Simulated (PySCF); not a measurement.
Isomers of C6H11O2P, mass 146.050 u with the commonest isotopes. Level of theory: PBE0/pcSseg-1 in PySCF (dipole) on a GFN2-xTB geometry, gas phase. One conformer each, none proved a minimum here; rigid rotors.

Question: Order these by dipole moment, largest first.
A. `[CH3:1][C:2](=[O:3])[CH2:4][P:5]1(=[O:6])[CH2:7][CH2:8][CH2:9]1` with C1–C2–C4–P5 -92°, C2–C4–P5–O6 65°, C4–P5–C7–C8 91°, P5–C7–C8–C9 16°, C7–C8–C9–P5 -16°, C4–P5–C9–C8 -92°
B. `[CH3:1][O:2][CH2:3][P:4]1[C:5]([CH3:6])=[C:7]1[O:8][CH3:9]` with C1–O2–C3–P4 175°, O2–C3–P4–C5 104°, C5–C7–O8–C9 178°
C. `[CH2:1]=[CH:2][CH2:3][P@:4](=[O:5])([OH:6])[CH:7]1[CH2:8][CH2:9]1` with C1–C2–C3–P4 108°, C2–C3–P4–O5 51°, C3–P4–O6–H 122°, C3–P4–C7–C8 -86°

Answer: A (3.34 D), C (2.36 D), B (1.72 D).

Question: Order these by rotational constant C, largest first.
A. `[CH2:1]=[CH:2][CH2:3][P@:4](=[O:5])([OH:6])[CH:7]1[CH2:8][CH2:9]1` with C1–C2–C3–P4 108°, C2–C3–P4–O5 51°, C3–P4–O6–H 122°, C3–P4–C7–C8 -86°
B. `[CH3:1][O:2][CH2:3][P:4]1[C:5]([CH3:6])=[C:7]1[O:8][CH3:9]` with C1–O2–C3–P4 175°, O2–C3–P4–C5 104°, C5–C7–O8–C9 178°
C. `[CH3:1][C:2](=[O:3])[CH2:4][P:5]1(=[O:6])[CH2:7][CH2:8][CH2:9]1` with C1–C2–C4–P5 -92°, C2–C4–P5–O6 65°, C4–P5–C7–C8 91°, P5–C7–C8–C9 16°, C7–C8–C9–P5 -16°, C4–P5–C9–C8 -92°

Answer: C (895.9 MHz), A (812.3 MHz), B (766.2 MHz).

Question: Order these by radius of gyration √(Σ m r²/M), smallest first.
A. `[CH3:1][C:2](=[O:3])[CH2:4][P:5]1(=[O:6])[CH2:7][CH2:8][CH2:9]1` with C1–C2–C4–P5 -92°, C2–C4–P5–O6 65°, C4–P5–C7–C8 91°, P5–C7–C8–C9 16°, C7–C8–C9–P5 -16°, C4–P5–C9–C8 -92°
B. `[CH3:1][O:2][CH2:3][P:4]1[C:5]([CH3:6])=[C:7]1[O:8][CH3:9]` with C1–O2–C3–P4 175°, O2–C3–P4–C5 104°, C5–C7–O8–C9 178°
C. `[CH2:1]=[CH:2][CH2:3][P@:4](=[O:5])([OH:6])[CH:7]1[CH2:8][CH2:9]1` with C1–C2–C3–P4 108°, C2–C3–P4–O5 51°, C3–P4–O6–H 122°, C3–P4–C7–C8 -86°

Answer: A (2.069 Å), C (2.175 Å), B (2.233 Å).

| SMILES | point group | Ia (u·Å²) | Ib (u·Å²) | Ic (u·Å²) | κ | μa (D) | μb (D) | μc (D) |
| --- | --- | --- | --- | --- | --- | --- | --- | --- |
| CC(=O)CP1(=O)CCC1 | C1 | 203.65 | 483.00 | 564.12 | -0.81 | 1.60 | 0.78 | 2.83 |
| C=CC[P@](=O)(O)C1CC1 | C1 | 169.33 | 590.20 | 622.17 | -0.96 | 0.36 | 0.87 | 2.17 |
| COCP1C(C)=C1OC | C1 | 311.02 | 485.85 | 659.60 | -0.36 | 1.26 | 0.24 | 1.14 |
